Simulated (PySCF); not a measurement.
Predicted microwave data (PBE0/pcSseg-1 in PySCF (dipole) on a GFN2-xTB geometry, gas phase) for one isomer of C9H12FN:

* Rotational constants: A = 2125, B = 702.7, C = 559.2 MHz
* Dipole components: |μa| = 3.46 D, |μb| = 0.14 D, |μc| = 0.07 D
* Inertial defect: -53.31 u·Å²
* κ: -0.82

Question: Which candidate fits, each taken in the one conformer that was computed?
A. `N#C[C@@H]1C[C@H]2CC[C@@H]1[C@@H](F)C2`
B. `[CH3:1][C@@H:2]([F:3])[C@@H:4]([CH3:5])[c:6]1[cH:7][cH:8][cH:9][cH:10][n:11]1` with C1–C2–C4–C5 -179°, C2–C4–C6–C7 -64°
C. `N#C[C@H]1[C@@H]2CC[C@H]1C[C@@H](F)C2`
D. `[CH3:1][CH2:2][N:3]([CH3:4])[c:5]1[cH:6][cH:7][cH:8][c:9]([F:10])[cH:11]1` with C1–C2–N3–C4 -83°, C2–N3–C5–C6 7°

Answer: D. It is CCN(C)c1cccc(F)c1, an asymmetric top, point group C1. The candidates at the same level (rigid rotor, commonest isotopes):

```tsv
SMILES	A (MHz)	B (MHz)	C (MHz)	μa (D)	μb (D)	μc (D)	Δ (u·Å²)	point group	rotor
CCN(C)c1cccc(F)c1	2125	702.7	559.2	3.46	0.14	0.07	-53.31	C1	asymmetric top
N#C[C@@H]1C[C@H]2CC[C@@H]1[C@@H](F)C2	1780	1058	924.7	5.88	0.99	0.56	-215.14	C1	asymmetric top
C[C@@H](F)[C@@H](C)c1ccccn1	1901	764.1	757.3	0.55	0.07	0.26	-259.95	C1	near-prolate asymmetric top
N#C[C@H]1[C@@H]2CC[C@H]1C[C@@H](F)C2	1740	1064	943.4	1.88	1.91	0.00	-229.79	Cs	asymmetric top
```

`N#C[C@H]1[C@@H]2CC[C@H]1C[C@@H](F)C2` has C 69 % too high; `C[C@@H](F)[C@@H](C)c1ccccn1` has C 35 % too high; `N#C[C@@H]1C[C@H]2CC[C@@H]1[C@@H](F)C2` has C 65 % too high. No structure here is proved a minimum.
